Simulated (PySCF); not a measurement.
Ge(Cl)3(OSiH3), H3Cl3GeOSi, SMILES [Cl][Ge]([Cl])([Cl])[O][SiH3], CAM-B3LYP/def2-SVP optimised geometry.

```
9

Si     1.26    -1.16    -1.01
O     -0.04    -0.84     0.00
Ge    -1.77    -0.84     0.00
Cl    -2.47    -1.85    -1.75
Cl    -2.46    -1.85     1.74
Cl    -2.48     1.16     0.00
H      1.11    -0.41    -2.28
H      1.33    -2.62    -1.30
H      2.48    -0.72    -0.29
```

Density from PySCF with CAM-B3LYP/def2-TZVP at that geometry.

Minimum of the electron density along straight lines between bonded atoms, close to the bond critical point (lines longer than 1.1 times the sum of covalent radii, or with two minima, are not listed):

| bond | length / Å | ρ at the minimum / e bohr⁻³ | ∇²ρ there / e bohr⁻⁵ | position (fraction from the first atom) |
|---|---|---|---|---|
| Si1–O2 | 1.673 | 0.125 | 0.72 | 0.41 |
| O2–Ge3 | 1.729 | 0.157 | [?] | 0.52 |
| Ge3–Cl4 | 2.134 | 0.111 | 0.16 | 0.43 |
| Ge3–Cl5 | 2.123 | 0.114 | 0.17 | 0.43 |
| Ge3–Cl6 | 2.126 | 0.113 | 0.16 | 0.43 |
| Si1–H7 | 1.487 | 0.124 | 0.13 | 0.49 |
| Si1–H8 | 1.486 | 0.125 | 0.13 | 0.49 |
| Si1–H9 | 1.482 | 0.125 | [?] | 0.49 |

Fill in the missing entries.


- O2–Ge3, ∇²ρ there / e bohr⁻⁵: 0.79
- Si1–H9, ∇²ρ there / e bohr⁻⁵: 0.14
